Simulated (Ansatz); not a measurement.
Program: Ansatz. Geometries: PBE0-D4/def2-TZVP. ΔE: electronic, gas phase. CCSD(T)/CBS is the MP2 limit (def2-TZVPP, def2-QZVPP) plus CCSD(T) − MP2 in def2-TZVPP, frozen cores. Functionals use def2-TZVPP. B3LYP here is the variant with VWN-RPA as its local correlation; programs differ in this. Each species was taken in one conformer, which may not be the lowest.

Consider the cleavage of the Si–Si bond: `O[SiH]([SiH3])N[SiH3]` + `CC(=N)Cl` → `C/C(Cl)=N\[SiH3]` + `O[SiH2]N[SiH3]`.

```csv
level,ΔE (kJ/mol),difference from CCSD(T)/CBS
PBE-D4,-20.2,18.5
PBE0-D4,-26.0,12.7
ωB97X-V,-36.1,2.6
PBE,-22.5,16.2
PBE0,-28.2,10.5
B3LYP,-43.8,-5.1
HF/def2-TZVPP,-60.4,-21.7
MP2/def2-TZVPP,-48.6,-9.9
CCSD(T)/def2-TZVPP,-37.4,1.3
MP2/def2-QZVPP,-50.0,-11.3
CCSD(T)/CBS,-38.7,0
```

Largest T1 diagnostic among the species: 0.012.

The D4 term adds +3.8 kJ/mol with B3LYP and +2.2 kJ/mol with PBE0; it sums over pairs of atoms, weighted by their polarisabilities, and B3LYP, whose exchange is more repulsive, gets the larger term. In def2-TZVPP, CCSD(T) changes the Hartree–Fock value by +23.0 kJ/mol (the triples alone add +2.5 kJ/mol) and MP2 by +11.8 kJ/mol. From PBE to PBE0 (25 % exact exchange), in def2-TZVPP and without D4, ΔE moves by −5.7 kJ/mol.
